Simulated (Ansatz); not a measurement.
C3H7NO, triplet, at a GFN2-xTB geometry (a higher spin typed on purpose: for a closed-shell molecule this is an excited state); Ansatz (a program for electronic structure) with CASSCF(4,5)/STO-3G.

Input for Ansatz:
Ansatz 0.2 input:
```yaml
crystal:
  periodic: [false, false, false]
  atoms:
    - {symbol: C, position_ang: [1.43744759, -0.22532311, 0.40007255]}
    - {symbol: N, position_ang: [0.00615377, -0.33059982, 0.24013678]}
    - {symbol: C, position_ang: [-0.50046015, -1.66144003, 0.07654279]}
    - {symbol: C, position_ang: [-0.65498282, 0.69927717, -0.49411032]}
    - {symbol: O, position_ang: [-0.60541818, 1.94052260, -0.18674375]}
    - {symbol: H, position_ang: [1.68293197, 0.82016427, 0.57811776]}
    - {symbol: H, position_ang: [1.74141273, -0.82427242, 1.26016063]}
    - {symbol: H, position_ang: [1.98959592, -0.58222960, -0.47894694]}
    - {symbol: H, position_ang: [-1.58362248, -1.62221517, -0.01883152]}
    - {symbol: H, position_ang: [-0.08071555, -2.17028240, -0.80177009]}
    - {symbol: H, position_ang: [-0.23733897, -2.24866100, 0.95845984]}
    - {symbol: H, position_ang: [-0.40402221, 0.54243014, -1.57922721]}
basis:
  gaussian:
    orbitals: STO-3G
hamiltonian:
  xc: hf
correlation: {active_space: {window: {electrons: 4, orbitals: 5}}}
magnetization: {spin_polarized: false, initial_magnetization: 2}
```

What the program printed (banner, timings and long lists left out):

```
Functional definition: HF
454 factors; integrals over basis functions are off by at most 2.9e-5 eV
mean field evaluation 1: about -6624.2278 eV, gradient 3.5e1 eV
mean field evaluation 2: about -6624.5480 eV, gradient 3.5e1 eV
mean field evaluation 4: about -6631.3787 eV, gradient 1.2e1 eV
mean field evaluation 8: about -6633.3357 eV, gradient 9.9e-1 eV
mean field evaluation 16: about -6633.3497 eV, gradient 6.8e-5 eV
mean field -6633.34966269 eV, -243.7711038580 hartree, gradient 3.0e-6 eV, S^2 2.000000; 4 other end points of the search recorded, 0 dependent functions left out
reference -6633.34966269 eV, -243.7711038580 hartree; 21, 19 occupied and 11, 13 virtual orbitals, 454 factors
state -6633.78941863 eV, -243.7872645905 hartree
2 active orbitals were swapped for others, from the solution at -6633.76718780 eV, -243.7864476229 hartree to that at -6633.78941863 eV, -243.7872645905 hartree; typed "places" are swapped only where nearly empty or full, and so, without "given_window_search", are "orbital_numbers", "shells" and a window whose orbitals a file names under [Active]
the orbitals are reached from a further start. From the first start the search ends at -6633.76515296 eV, -243.7863728438 hartree
Total energy: -6633.78941863 eV, -243.7872645905 hartree
```
